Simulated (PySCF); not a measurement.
Record of a relaxation.

Species: C₇H₆N₂Se₂.
Numbering: `[CH3:1][Se:2][c:3]1[cH:4][cH:5][c:6]2[n:7][se:8][n:9][c:10]2[cH:11]1` (hydrogens: H12, H13, H14 on C1; H15 on C4; H16 on C5; H17 on C11)

Computed by this run: PySCF, PBE0-D3(BJ)/def2-SVP geometry optimisation, gas phase; density fitting, grid level 2; the optimiser is geomeTRIC in internal coordinates, started from a GFN2-xTB structure. The frame can shift and turn from step to step; on so coarse a grid that alone can change the energy by a few meV, and forces under 0.02 eV/Å are noise.

Step 0: E = -140984.5175 eV, largest atomic force 1.212 eV/Å
```
atom  x, y, z in Å  |  force x, y, z in eV/Å
C1     -3.180   -0.699   -0.443    0.535   0.498   0.002
Se2    -2.325    1.044   -0.602   -0.054   0.011  -0.011
C3     -0.510    0.624   -0.205   -0.787  -0.408  -0.062
C4      0.385    1.728   -0.238    0.081   0.162  -0.010
C5      1.711    1.583    0.026   -0.112   0.208  -0.065
C6      2.202    0.296    0.342    0.681  -0.556   0.228
N7      3.461   -0.006    0.624    0.488   1.104  -0.112
Se8     3.573   -1.724    0.946   -0.023   0.004  -0.005
N9      1.860   -1.987    0.681   -0.931  -0.616  -0.058
C10     1.292   -0.825    0.374    0.723  -0.638   0.236
C11    -0.075   -0.638    0.095   -0.332   0.143  -0.087
H12    -3.057   -1.076    0.570    0.009  -0.185   0.337
H13    -4.235   -0.548   -0.655   -0.344   0.105  -0.080
H14    -2.751   -1.384   -1.170    0.105  -0.288  -0.230
H15    -0.022    2.700   -0.482   -0.052   0.428  -0.088
H16     2.394    2.417    0.000    0.280   0.379  -0.010
H17    -0.729   -1.494    0.127   -0.265  -0.351   0.015
```

Step 1: E = -140984.6088 eV, largest atomic force 0.214 eV/Å
```
atom  x, y, z in Å  |  force x, y, z in eV/Å
C1     -3.118   -0.618   -0.666   -0.187  -0.065  -0.021
Se2    -2.321    1.129   -0.836    0.002  -0.041   0.008
C3     -0.528    0.680   -0.443    0.148   0.137   0.002
C4      0.385    1.797   -0.475   -0.068   0.020  -0.016
C5      1.713    1.652   -0.215    0.073   0.014   0.014
C6      2.225    0.353    0.100   -0.137   0.121  -0.056
N7      3.490    0.094    0.366    0.015  -0.209   0.042
Se8     3.581   -1.660    0.682    0.050  -0.045   0.017
N9      1.839   -1.955    0.427    0.203   0.030   0.032
C10     1.305   -0.782    0.133   -0.119   0.114  -0.045
C11    -0.082   -0.581   -0.146   -0.046  -0.083   0.011
H12    -2.998   -1.009    0.355    0.010   0.024  -0.033
H13    -4.189   -0.485   -0.877    0.060  -0.029   0.016
H14    -2.692   -1.319   -1.399    0.000   0.034   0.023
H15    -0.011    2.788   -0.717    0.015  -0.029   0.009
H16     2.402    2.499   -0.240   -0.026  -0.022  -0.001
H17    -0.735   -1.453   -0.110    0.007   0.026  -0.004
```

Step 2: E = -140984.6109 eV, largest atomic force 0.227 eV/Å
```
atom  x, y, z in Å  |  force x, y, z in eV/Å
C1     -3.142   -0.624   -0.669    0.020  -0.023   0.007
Se2    -2.324    1.119   -0.832    0.006   0.028  -0.003
C3     -0.522    0.683   -0.441    0.046  -0.007   0.010
C4      0.392    1.800   -0.474   -0.081   0.017  -0.018
C5      1.721    1.656   -0.215    0.061  -0.026   0.015
C6      2.233    0.357    0.099    0.003  -0.037   0.005
N7      3.498    0.085    0.367    0.046   0.060  -0.001
Se8     3.597   -1.665    0.686   -0.177   0.132  -0.055
N9      1.856   -1.946    0.429   -0.041  -0.079   0.008
C10     1.311   -0.776    0.132    0.089  -0.065   0.025
C11    -0.077   -0.579   -0.145    0.020  -0.036   0.010
H12    -3.023   -1.016    0.350    0.007   0.000   0.001
H13    -4.211   -0.486   -0.879    0.012   0.025  -0.002
H14    -2.719   -1.323   -1.403    0.007   0.001   0.001
H15    -0.004    2.791   -0.715    0.002   0.002   0.001
H16     2.409    2.503   -0.241   -0.010   0.008  -0.003
H17    -0.730   -1.450   -0.109   -0.011   0.002  -0.003
```

Step 3: E = -140984.6126 eV, largest atomic force 0.036 eV/Å
```
atom  x, y, z in Å  |  force x, y, z in eV/Å
C1     -3.136   -0.622   -0.669    0.009  -0.007   0.003
Se2    -2.320    1.122   -0.831   -0.012  -0.001  -0.001
C3     -0.520    0.680   -0.440   -0.011   0.023  -0.006
C4      0.390    1.800   -0.474   -0.014  -0.030   0.003
C5      1.719    1.655   -0.216    0.011  -0.015   0.005
C6      2.230    0.355    0.098   -0.021   0.014  -0.006
N7      3.495    0.090    0.365    0.025  -0.025   0.008
Se8     3.591   -1.660    0.684   -0.008   0.017  -0.004
N9      1.852   -1.951    0.429    0.022  -0.003   0.004
C10     1.311   -0.780    0.133   -0.020   0.000  -0.003
C11    -0.077   -0.583   -0.144    0.020   0.014   0.001
H12    -3.017   -1.014    0.350    0.003  -0.001   0.003
H13    -4.205   -0.482   -0.878   -0.002   0.009  -0.001
H14    -2.713   -1.320   -1.403    0.004  -0.001  -0.002
H15    -0.008    2.790   -0.715   -0.002  -0.001   0.000
H16     2.406    2.502   -0.242    0.003   0.002   0.000
H17    -0.732   -1.453   -0.108   -0.006   0.005  -0.002
```

Step 4: E = -140984.6127 eV, largest atomic force 0.025 eV/Å
```
atom  x, y, z in Å  |  force x, y, z in eV/Å
C1     -3.130   -0.625   -0.667   -0.007  -0.003  -0.001
Se2    -2.323    1.123   -0.831    0.002   0.009  -0.001
C3     -0.523    0.685   -0.441    0.023   0.003   0.003
C4      0.390    1.801   -0.474   -0.017   0.005  -0.004
C5      1.719    1.655   -0.216    0.004  -0.007   0.002
C6      2.228    0.354    0.097   -0.020   0.013  -0.006
N7      3.493    0.086    0.365    0.007  -0.014   0.004
Se8     3.585   -1.663    0.683    0.004  -0.002   0.000
N9      1.847   -1.951    0.428    0.012  -0.002   0.003
C10     1.307   -0.779    0.132   -0.013   0.017  -0.006
C11    -0.080   -0.578   -0.145    0.004  -0.023   0.005
H12    -3.007   -1.016    0.352   -0.001   0.001  -0.001
H13    -4.200   -0.489   -0.876   -0.001  -0.001   0.000
H14    -2.704   -1.321   -1.401   -0.001   0.001   0.000
H15    -0.006    2.792   -0.715    0.002   0.002   0.000
H16     2.407    2.501   -0.242   -0.001   0.001   0.000
H17    -0.737   -1.446   -0.110    0.003   0.000   0.000
```

Problem. Summarise the path.

Solution. The energy falls by 9.18 kJ/mol from step 0 to step 4; nine tenths of that is first reached at step 1. It falls at every step. The largest force goes from 1.212 to 0.025 eV/Å. Among the bonds N7–Se8 changes most, from 1.752 to 1.780 Å; the atoms move by 0.026 Å rms after alignment.

What follows is the cost of the whole optimisation. On an Arm Neoverse V2 with one thread (shared host), this took 2.7 min of wall time and 1.1 GiB of memory at its peak.
